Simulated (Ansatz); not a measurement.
Ideal-gas functions of CH3Cl2ISi, SMILES `ClC[SiH](Cl)I` at 600 K and 1 bar, from an Ansatz frequency run at PBE0-D4/def2-TZVP.

Molar mass 240.93 g/mol, point group C1 (symmetry number 1), electronic degeneracy 1, moments of inertia 412.964, 549.874, 930.736 u Å². Harmonic wavenumbers (cm⁻¹, unscaled): 57, 98, 128, 193, 225, 361, 556, 658, 689, 770, 795, 832, 1116, 1191, 1422, 2277, 3088, 3157.

Use S(trans) = R[1.5 ln M + 2.5 ln T − 1.1517]; rotational temperatures θ = 24.2544 K / I; S(rot) = R[ln(√π/σ · √(T³/θAθBθC)) + 1.5]; for each mode x = 1.438777 ν̃/T, S = R[x/(eˣ − 1) − ln(1 − e⁻ˣ)] and H = RT x/(eˣ − 1); 1 cm⁻¹ = 0.0119627 kJ/mol; R = 8.31446 J/(mol·K).

By hand: the entropy, in J/(mol·K).

Translation 191.8. Rotation: θ = 0.0587, 0.0441, 0.0261 K, giving 136.9. Vibration, mode by mode: 24.87, 20.37, 18.17, 14.79, 13.54, 9.77, 6.51, 5.33, 5.03, 4.30, 4.10, 3.83, 2.24, 1.94, 1.25, 0.23, 0.04, 0.04, in all 136.4. Electronic 0.0. Sum 465.1 J/(mol·K).

By hand: H − E and G − E in kJ/mol, counted from the electronic energy.

Zero-point energy ½ × 17613 × 0.0119627 = 105.3; thermal vibration 38.1; translation, rotation and pV give 4 RT = 20.0. H − E = 163.4 kJ/mol, and G − E = 163.4 − 600 × 465.1/1000 = -115.7 kJ/mol.

Vibration gives 29 % of the entropy, 63.4 J/(mol·K) of it from the modes under 150 cm⁻¹: soft modes count most, and the harmonic formula is weakest for them. The sum counts one conformer and one mirror image; others add a mixing term.
